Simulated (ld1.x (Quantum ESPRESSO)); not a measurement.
# Reading a pseudo-wave (As)

Columns: radius, all-electron u(r) and pseudo u(r) of the 4s shell (level -14.49 eV) of arsenic in the configuration [Ar] 3d10 4s2 4p3; PBE, scalar-relativistic, TM scheme, ld1.x (Quantum ESPRESSO) 7.5.

| r (bohr) | all-electron | pseudo |
| --- | --- | --- |
| 0.100 | -0.1808 | -0.0231 |
| 0.200 | -0.1257 | -0.0478 |
| 0.300 | 0.1815 | -0.0759 |
| 0.400 | 0.3582 | -0.1091 |
| 0.500 | 0.3562 | -0.1496 |
| 0.600 | 0.2360 | -0.1993 |
| 0.700 | 0.0614 | -0.2597 |
| 0.800 | -0.1244 | -0.3312 |
| 0.900 | -0.2971 | -0.4121 |
| 1.000 | -0.4452 | -0.4983 |
| 1.100 | -0.5648 | -0.5835 |
| 1.200 | -0.6562 | -0.6601 |
| 1.300 | -0.7220 | -0.7218 |
| 1.400 | -0.7654 | -0.7650 |
| 1.500 | -0.7900 | -0.7899 |
| 1.600 | -0.7988 | -0.7988 |
| 1.700 | -0.7951 | -0.7951 |
| 1.800 | -0.7812 | -0.7812 |
| 1.900 | -0.7596 | -0.7596 |
| 2.000 | -0.7322 | -0.7322 |
| 2.100 | -0.7006 | -0.7006 |
| 2.200 | -0.6662 | -0.6662 |
| 2.300 | -0.6301 | -0.6301 |
| 2.400 | -0.5933 | -0.5933 |
| 2.500 | -0.5564 | -0.5564 |
| 2.600 | -0.5200 | -0.5200 |

Task: How many radial nodes do the two functions have?

Result: The all-electron 4s function has n − l − 1 = 3 (the table is too coarse to show those close to the nucleus); the pseudo-wave has 0, since the states of the same l below it are removed with the core.

Task: At about which radius was the pseudo-wave matched?

Result: 1.65 bohr. The columns agree to 0.0005 from 1.30 bohr on; several derivatives are matched, so the curves merge somewhat inside the radius.

Task: Is the pseudo-wave norm-conserving?

Result: Yes: the TM scheme keeps the norm inside the radius equal to the all-electron one, which fixes the energy derivative of the logarithmic derivative at the level.
